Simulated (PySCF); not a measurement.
**SiI: frontier orbitals**

PBE0 at R = 2.456 Å; Si cc-pV(T+d)Z, I cc-pVTZ-PP with ECP28; scalar-relativistic core potentials (PySCF 2.14). State: ²Π (doublet), unpaired electrons π ↑. Only the outer orbitals are listed, counted within each symmetry, core potentials removing the inner ones.

| spin | orbital | occ. | ε (eV) | on Si (%) | main shells (%) |
| --- | --- | --- | --- | --- | --- |
| α | 7σ | 1 | -19.73 | 9 | 90 I s |
| α | 8σ | 1 | -13.17 | 73 | 73 Si s, 19 I p |
| α | 4π | 1 | -8.44 | 17 | 82 I p, 16 Si p |
| α | 9σ | 1 | -8.42 | 49 | 50 I p, 28 Si p, 20 Si s |
| α | 4π | 1 | -8.33 | 12 | 88 I p, 10 Si p |
| α | 5π | 1 | -5.30 | 83 | 83 Si p, 16 I p |
| α | 5π | 0 | -3.25 | 88 | 88 Si p, 10 I p |
| α | 10σ | 0 | -0.67 | 78 | 79 Si p, 26 I p |
| α | 11σ | 0 | 3.10 | 49 | 31 Si s, 29 I s, 22 I d |
| β | 7σ | 1 | -19.65 | 8 | 91 I s |
| β | 8σ | 1 | -12.41 | 67 | 66 Si s, 26 I p |
| β | 4π | 1 | -8.31 | 10 | 90 I p, 8 Si p |
| β | 9σ | 1 | -8.11 | 55 | 45 I p, 27 Si p, 27 Si s |
| β | 4π | 1 | -8.05 | 7 | 92 I p |
| β | 5π | 0 | -2.96 | 89 | 89 Si p, 8 I p |
| β | 5π | 0 | -2.01 | 91 | 91 Si p |
| β | 10σ | 0 | -0.41 | 79 | 79 Si p, 25 I p |

Task: Which are the highest filled and the lowest empty level, where do they sit, and how wide is the gap?

Result: Highest filled α 5π at -5.30 eV (in %: 83 Si p, 16 I p); lowest empty α 5π at -3.25 eV (in %: 88 Si p, 10 I p); the gap at PBE0 is 2.05 eV. Both belong to one degenerate shell, split only by its one-sided filling, so this is no excitation gap.

```
bond order (Mayer)                              : 1.35
⟨S²⟩                                            : 0.758
charge on Si (Mulliken, basis-dependent)        : 0.10
charge on Si (Löwdin, basis-dependent)          : -0.06
dipole moment (positive dipole means Si(−)I(+)) : -0.64 D
polarisability along the bond                   : 91.0 bohr³
polarisability across the bond                  : 45.0 bohr³
```

Spin–orbit coupling is left out. The state is the lowest determinant that a PBE0 search found; another state may lie lower at other levels.
